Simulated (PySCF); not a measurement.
# Telling isomers of C2H14OSi5 apart by NMR

[PySCF 2.14: structure optimised with GFN2-xTB; GIAO PBE0/pcSseg-1 shieldings; one conformer; gas phase; non-relativistic; averaged over atoms made equivalent by symmetry, fast rotation or ring inversion]

Referencing at the same level of theory: TMS for ¹H (σ = 31.72 ppm), ¹³C (σ = 186.93 ppm). Where no couplings were computed, multiplicities follow the n + 1 count of equivalent neighbours, and m marks all less simple cases (inequivalent or close neighbours, rings, F or P nearby). Shifts are as computed. Against solution values, carbons near 30 ppm lie about +3 ppm off and those near 130 ppm about +5 ppm. Of 1211 compounds with measured shifts, 218 miss one by over three times the rms of a fit or turn the order of signals round; such compounds aren't used in these exercises.

(1) Tabulate the signals of `[SiH3][Si]1([SiH3])[SiH2]CCO[SiH2]1`, `CO[Si@H]1C[SiH2][SiH2][SiH2][SiH2]1` and their relative energies.

(2) What is the quickest way to tell [SiH3][Si]1([SiH3])[SiH2]CCO[SiH2]1 from CO[Si@H]1C[SiH2][SiH2][SiH2][SiH2]1?

## Answers

(1) 
```json
{"SMILES": "[SiH3][Si]1([SiH3])[SiH2]CCO[SiH2]1", "carbon types": "2×CH2", "δC": "66.4, 13.3", "δH": "5.59 (s, 2H), 4.26 (m, 2H), 4.13 (m, 2H), 3.64 (s, 6H), 0.98 (m, 2H)", "E rel. (kcal/mol)": "9.3"}
{"SMILES": "CO[Si@H]1C[SiH2][SiH2][SiH2][SiH2]1", "carbon types": "1×CH2 1×CH3", "δC": "53.9, -3.7", "δH": "5.73 (m, 1H), 4.34 (m, 1H), 4.31 (m, 1H), 3.77 (m, 1H), 3.76 (m, 1H), 3.73 (s, 3H), 3.62 (m, 1H), 3.45 (m, 1H), 3.43 (m, 1H), 3.11 (m, 1H), 0.78 (m, 1H), -0.56 (m, 1H)", "E rel. (kcal/mol)": "0.0"}
```

Energies are electronic energies at PBE0/pcSseg-1 on these geometries, without zero-point or thermal terms, each for the one conformer computed, which needn't be the lowest.

(2) Both give the same number of carbon signals, but DEPT or the intensities differ. The first has an sp3 CH2 bonded to O at 66.4 ppm, the second a methyl carbon bonded to O (CH3) at 53.9 ppm.
